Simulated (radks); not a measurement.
Problem. Calculated with a radial shooting solver on a logarithmic mesh with Libxc functionals: non-relativistic Kohn-Sham, LB94 model potential, spin-unpolarised, spherical densities, point nucleus. Response by self-consistent Sternheimer equations with the Hartree and adiabatic LDA kernel. For heavy and open-shell atoms this level of theory can miss by tens of per cent. Rank Fe7+, Ca+, Ti3+, Cr5+, Co8+, Sc2+, V4+, K, Mn6+ (NIST ground configurations) by static dipole polarisability, largest first.

Solution. K 150.6, Ca+ 51.03, Sc2+ 4.232, Ti3+ 2.257, V4+ 1.453, Cr5+ 1.020, Mn6+ 0.7543, Fe7+ 0.5774, Co8+ 0.4537 bohr^3.
